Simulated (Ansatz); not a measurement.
Start from `[F][Ta]([Cl])([Cl])([Cl])[Cl]` and change one element to get `[F][Nb]([Cl])([Cl])([Cl])[Cl]`.

Ansatz, PBE0-D4/def2-TZVP geometries, multiplicity 1. 

Elements past krypton have def2 core potentials.

```json
{"property": "size of the dipole moment (B3LYP/def2-TZVPP) / D", "`[F][Ta]([Cl])([Cl])([Cl])[Cl]`": "0.65"}
{"property": "HOMO–LUMO gap (ωB97M-V/def2-TZVPP) / eV", "`[F][Ta]([Cl])([Cl])([Cl])[Cl]`": "9.76"}
{"property": "LUMO energy (PBE/def2-TZVPP) / eV", "`[F][Ta]([Cl])([Cl])([Cl])[Cl]`": "-4.38"}
{"property": "HOMO–LUMO gap (PBE/def2-TZVPP) / eV", "`[F][Ta]([Cl])([Cl])([Cl])[Cl]`": "3.55"}
{"property": "LUMO energy (ωB97M-V/def2-TZVPP) / eV", "`[F][Ta]([Cl])([Cl])([Cl])[Cl]`": "-1.74"}
{"property": "LUMO energy (B3LYP/def2-TZVPP) / eV", "`[F][Ta]([Cl])([Cl])([Cl])[Cl]`": "-3.92"}
```

Problem. What does the change do to each property? (An estimate is asked.)

Solution. Computed: 
```tsv
property	`[F][Nb]([Cl])([Cl])([Cl])[Cl]`	shift
size of the dipole moment (B3LYP/def2-TZVPP) / D	0.69	0.04
HOMO–LUMO gap (ωB97M-V/def2-TZVPP) / eV	9.09	-0.67
LUMO energy (PBE/def2-TZVPP) / eV	-4.95	-0.57
HOMO–LUMO gap (PBE/def2-TZVPP) / eV	3.01	-0.54
LUMO energy (ωB97M-V/def2-TZVPP) / eV	-2.42	-0.68
LUMO energy (B3LYP/def2-TZVPP) / eV	-4.54	-0.62
```

Dipoles are sizes alone; their direction can turn.

B3LYP here is the variant with VWN-RPA as its local correlation; programs differ in this.
